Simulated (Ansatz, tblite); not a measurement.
Removing and adding an electron: Ge22H28, a nanocrystal cut from cubic germanium. Total charge 0; singlet. Geometry: r2SCAN-D4/def2-SVP. Ansatz, gas phase; energy differences of separate SCF runs; the oxidised species was run as a doublet alone; the reduced species was run as a doublet alone.

Cartesian coordinates in Å:
```
Ge 3.5122 2.3581 -0.6973
Ge 0.0095 4.2657 -0.4344
Ge 4.4538 -0.4394 1.9553
Ge 3.6168 -1.4406 -1.7944
Ge 0.1244 0.4397 -1.5152
Ge 0.2227 -3.3743 -2.6362
Ge 1.0609 -2.3530 1.1196
Ge -3.2456 -1.4870 -2.3746
Ge 0.9552 1.4484 2.2138
Ge -2.5285 3.3622 2.4803
Ge -2.4071 -0.4655 1.3818
Ge -3.3520 2.3524 -1.2688
Ge -2.3156 -4.2915 0.2739
Ge 4.6492 0.2359 -0.3709
Ge 1.1601 2.1465 -0.1125
Ge -2.3368 4.0397 0.1544
Ge 2.1058 -0.6723 2.5371
Ge 1.2669 -1.6957 -1.2184
Ge -2.2393 0.2121 -0.9535
Ge -2.1232 -3.6177 -2.0530
Ge -1.2911 -2.6063 1.6941
Ge -1.3975 1.2352 2.8010
H 4.1603 3.4489 0.1813
H 3.6315 2.7985 -2.1712
H 0.1433 4.6970 -1.9097
H 0.6757 5.3472 0.4420
H 5.1102 0.6187 2.8662
H 5.1784 -1.7834 2.1759
H 3.7324 -1.0181 -3.2739
H 4.3347 -2.7964 -1.6272
H 0.2460 0.8696 -2.9978
H 0.3570 -2.9459 -4.1123
H 0.9567 -4.7204 -2.4606
H 1.7848 -3.7080 1.3118
H -3.1301 -1.0474 -3.8491
H -4.7444 -1.6191 -2.0315
H 1.6111 2.5291 3.1077
H -1.8913 4.4302 3.3931
H -4.0157 3.2216 2.8660
H -3.9057 -0.6107 1.7423
H -3.2338 2.7714 -2.7490
H -4.8509 2.2052 -0.9321
H -1.6115 -5.6472 0.4889
H -3.8023 -4.4535 0.6527
H 6.1410 0.3864 -0.7493
H -3.0546 5.3929 -0.0580
H 1.9639 -1.1018 4.0165
H -2.7731 -4.6858 -2.9630
H -1.4050 -3.0220 3.1798
H -1.5094 0.7903 4.2785
```

The xTB rows come from tblite. Single mean-field runs in def2-TZVP are fitted with def2-universal-jkfit. HOMO above LUMO, or a gap near zero within one spin, warns that the state may not be the lowest or that an electron is smeared out.

```
            level  −HOMO (eV)  vertical IE (eV)  −LUMO (eV)  vertical EA (eV)  HOMO–LUMO gap (eV)  IE − EA (eV)                                                                   remarks
         GFN1-xTB       11.78             12.93        8.71              7.44                3.07          5.49                                                                         –
 PBE-D4/def2-TZVP        5.91                 –        1.90              0.68                4.01             –  HOMO above zero (-1 doublet), gap within one spin near zero (-1 doublet)
PBE0-D4/def2-TZVP        6.79              7.79        1.19              0.37                5.59          7.41                                              HOMO above zero (-1 doublet)
```

Task: Estimate the rows for GFN2-xTB, B97M-V/def2-TZVP.

Result: 
```json
{"level": "GFN2-xTB", "−HOMO (eV)": "9.89", "vertical IE (eV)": "11.25", "−LUMO (eV)": "6.11", "vertical EA (eV)": "4.74", "HOMO–LUMO gap (eV)": "3.79", "IE − EA (eV)": "6.51", "remarks": "–"}
{"level": "B97M-V/def2-TZVP", "−HOMO (eV)": "6.30", "vertical IE (eV)": "–", "−LUMO (eV)": "1.83", "vertical EA (eV)": "0.54", "HOMO–LUMO gap (eV)": "4.47", "IE − EA (eV)": "–", "remarks": "HOMO above zero (-1 doublet), gap within one spin near zero (-1 doublet)"}
```

Run but left out: PBE-D4/def2-TZVP, B97M-V/def2-TZVP (charge +1 doublet: an occupied level 0.00 to 0.04 eV above an empty one).   A HOMO above zero means that the electron is unbound at that level or that self-interaction error raises the level; the energy of removing that electron tells which. Raw xTB energy differences between charge states are shifted by several eV; the methods need an empirical correction for them. Sets without diffuse functions give affinities that are too small.
